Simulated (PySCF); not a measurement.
C4H11P2Si (doublet state).
Structure used (GFN2-xTB), in Å, numbered top down from 1:
```
atom  x, y, z in Å
C1    -1.815    1.324    0.464
C2    -1.971    0.090    0.021
C3    -1.166   -0.489   -1.115
C4    -0.123   -1.362   -0.516
Si5    1.496   -0.700    0.062
P6     1.909    1.169   -1.131
P7     1.537   -0.038    2.245
H8    -2.381    1.709    1.296
H9    -1.117    2.003    0.000
H10   -2.660   -0.594    0.499
H11   -0.699    0.326   -1.676
H12   -1.823   -1.060   -1.776
H13   -0.444   -2.349   -0.214
H14    2.541   -1.737   -0.011
H15    3.206    1.313   -0.676
H16    2.315    0.484   -2.260
H17    0.547    0.917    2.106
H18    0.638   -0.999    2.670
```

The hyperfine couplings belong to this conformer and change with its torsions.

As a line formula: `C=CC[CH][SiH](P)P` [radical].

Theory: UKS B3LYP, pcH-1 on C H P Si, non-relativistic, mean-field spin-orbit, GIAO (PySCF 2.14.0). One conformer (not necessarily the lowest) at the GFN2-xTB geometry, without solvent, vibrations or thermal averaging. The geometry wasn't refined by DFT: couplings that depend on bond lengths, twists or pyramidal angles can differ widely from those at the functional's own minimum. No stability test was run, so a lower SCF solution isn't excluded.

What is the g tensor, term by term?

```tsv
Δg (ppm)	1	2	3
relativistic mass correction	-143	-143	-143
gauge correction	20	18	14
orbital Zeeman/spin–orbit	-670	195	1709
total	-793	70	1580
```

So g = 2.00153, 2.00239, 2.00390 and g_iso = 2.00260; the tensor is rhombic: the two nearest values differ by 36 % of g3 − g1. 

At 9.676 GHz, how far is the centre of the isotropic spectrum from where a free electron (g = 2.002319) resonates?

B = hν/(g μB) with μB/h = 13.99624 MHz/mT gives 345.26 mT for the free electron and 345.21 mT at g_iso, 0.05 mT lower.

How much does each term add to the isotropic shift?

The orbital-Zeeman/spin–orbit term 411, the mass correction -143 and the gauge correction 17 ppm, for a total of 286 ppm. The orbital-Zeeman/spin–orbit term is the largest in size. The mass correction is the same along every axis, so the anisotropy comes from the other two: their spans along these axes are 6 (gauge) and 2379 ppm (orbital Zeeman/spin–orbit).

What effective moment and Curie constant follow for a powder?

With the mean of g² = 4.0104 and S(S+1) = 0.75: μ_eff = √(⟨g²⟩S(S+1)) = 1.734 μB and χT = 0.12505·⟨g²⟩·S(S+1) = 0.376 cm³ K/mol (cgs; spin-Hamiltonian part alone).

In a frozen sample, at which fields do the three g values resonate at 9.5, 34, 94 and 263 GHz (hyperfine left aside), and which band first spreads them over more than twice a line width of 0.3 mT?

```tsv
band	GHz	B(g3) mT	B(g2) mT	B(g1) mT	spread mT
X	9.5	338.72	338.97	339.12	0.40
Q	34.0	1212.25	1213.16	1213.69	1.44
W	94.0	3351.51	3354.04	3355.48	3.97
J	263.0	9377.10	9384.16	9388.21	11.12
```

The spread grows in proportion to the frequency. Q band is the first where it exceeds 0.6 mT.

The Mulliken spin populations are largest on C4 (+0.96), P7 (+0.09) and C3 (-0.07). No atom but C4 exceeds +0.15. The positive populations add up to 1.16 and the negative ones to -0.16, together 2S = 1. The angles at C4 add up to 358.4°, so it is nearly planar; its axial dipolar tensor and the negative coupling of its proton fit spin in a p orbital normal to that plane.

The HOMO–LUMO gaps are 5.69 eV among the α and 4.28 eV among the β orbitals.
